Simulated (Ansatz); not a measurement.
Input for Ansatz (an electronic-structure program): R-RI-MP2/cc-pVQZ on GeH5NO (SMILES [NH2][GeH2][OH]), a point of a torsion scan. Files ending in .json are basis or fitting sets from the Basis Set Exchange. The run froze 16 orbitals, filled d shells among them.

Ansatz 0.2 input:
```yaml
crystal:
  periodic: [false, false, false]
  atoms:
    - {symbol: N, position_ang: [1.31283138, -0.05913436, 0.09182934]}
    - {symbol: Ge, position_ang: [-0.40358869, 0.46199761, -0.17383622]}
    - {symbol: O, position_ang: [-0.42302842, 2.18860838, -0.02091782]}
    - {symbol: H, position_ang: [1.46190086, -0.97276568, 0.49059089]}
    - {symbol: H, position_ang: [1.97748220, 0.08923655, -0.65331569]}
    - {symbol: H, position_ang: [-1.20996432, -0.17367291, 0.92474809]}
    - {symbol: H, position_ang: [-0.99821569, 0.25575646, -1.53380960]}
    - {symbol: H, position_ang: [0.13914967, 2.55257954, 0.65980628]}
basis:
  gaussian:
    orbitals: cc-pVQZ
    fitting: {mean_field: def2-universal-JKFIT, correlation: cc-pVQZ-RIFIT.json}
magnetization: {spin_polarized: false}
correlation: {method: mp2, electrons: outside_noble_gas}
scf: {lower_state_search: off}
```

It printed:

```
WARN ansatz: RAYON_NUM_THREADS=1 ignored (pool sized by the plan → 1); use --threads N
Functional definition: HF
these checks for a lower state are left out or cut short: stability, starts, cluster_reference, orbital_swaps, neighbouring_geometries, increment
integrals: 0.44 GiB planned
510 factors; integrals over basis functions are off by at most 5.5e0 eV
mean field: 0.70 GiB planned
mean field evaluation 1: about -60071.2736 eV, gradient 4.8e1 eV
mean field evaluation 2: about -60073.9653 eV, gradient 3.1e1 eV
mean field evaluation 4: about -60075.5289 eV, gradient 1.0e0 eV
mean field -60075.53153584 eV, -2207.7350632843 hartree, gradient 1.4e-6 eV, S^2 0.000000; 0 other end points of the search recorded, 0 dependent functions left out
16 core orbitals not correlated
765 factors; their error is unknown
reference -60075.53153584 eV, -2207.7350632843 hartree; 10, 10 occupied and 302, 302 virtual orbitals, 765 factors
second order -17.12509762 eV of doubles, -0.00000000 eV of singles
Total energy: -60092.65663346 eV, -2208.3643990141 hartree
Checks for a lower state left out: stability, starts, cluster_reference, orbital_swaps, neighbouring_geometries, increment
```

The calculation finished and met its thresholds.

Cost: roughly 4 core-seconds.
